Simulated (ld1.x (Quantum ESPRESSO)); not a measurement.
Which change was made? (As, RRKJ)

- Element: As (Z = 33)
- Generator: ld1.x (Quantum ESPRESSO) 7.5
- Type: norm-conserving RRKJ (Kleinman–Bylander form)
- Functional: LDA (PZ)
- Relativity: fully relativistic
- Frozen core: [Ne]
- Valence charge: 23
- Reference configuration: 3s2 3p6 3d10 4s2 4p2.5 (charge +0.5)
- Partial waves: 3s (bound): rc 0.90 bohr; 3p (bound): rc 0.60 bohr; 3d (bound): rc 0.70 bohr
- Local potential: all-electron potential smoothed inside 0.55 bohr (lloc = -2)
- Core correction: none

Open shells are filled in proportion to 2j + 1 (rel_dist='average').

Occupied shells without a wave of their own: 4p, 4s. They enter only through the test configuration that unscreens the potential.

Cutoffs, loose and tight: the cutoffs (Ry, on a coarse ladder) from which the occupation-weighted sum of valence levels, in a spherical-Bessel basis at the reference potential, stays within 10 and 1 mRy of its value at 400 Ry. They do not see the model core or the augmentation charge, which bear on the density cutoff. Test errors are all-electron minus pseudo excitation energies from the reference, over the configurations 3s2 3p6 3d10 4s2 4p3; 3s2 3p6 3d10 4s2 4p2; 3s2 3p6 3d10 4s2 4p1; 3s2 3p6 3d10 4s1 4p4; 3s2 3p6 3d9 4s2 4p4; 3s2 3p6 3d10 4s2 4p0; 3s2 3p6 3d10 4s1 4p0; variants that change the core or the reference have their own tests.

The base gives: outcome: generated, misses its reference levels by 0.97 eV; bound ghosts: not determined; largest test error (meV): -1652.

**Question.** After one change the result is: outcome: generated, misses its reference levels by 0.98 eV; cutoff, loose: over 300 Ry; cutoff, tight: over 300 Ry; bound ghosts: none; largest test error (meV): -1668. Which change was it?
A. reference 3s2 3p6 3d10 4s2 4p3
B. scalar-relativistic
C. wave 3s (bound): rc 0.90 bohr becomes 3s (bound): rc 0.96 bohr
D. all radii scaled by about 1.29 (s 1.16, p 0.78, d 0.90 bohr); local potential all-electron potential smoothed inside 0.70 bohr (lloc = -2)

**Answer.** B. The others give: reference 3s2 3p6 3d10 4s2 4p3 → outcome: generated, misses its reference levels by 0.94 eV; bound ghosts: not determined; largest test error (meV): -1075 | all radii scaled by about 1.29 (s 1.16, p 0.78, d 0.90 bohr); local potential all-electron potential smoothed inside 0.70 bohr (lloc = -2) → outcome: generated, misses its reference levels by 1.94 eV; bound ghosts: not determined; largest test error (meV): -3043 | wave 3s (bound): rc 0.90 bohr becomes 3s (bound): rc 0.96 bohr → outcome: generated, misses its reference levels by 1.34 eV; bound ghosts: not determined; largest test error (meV): -2203.
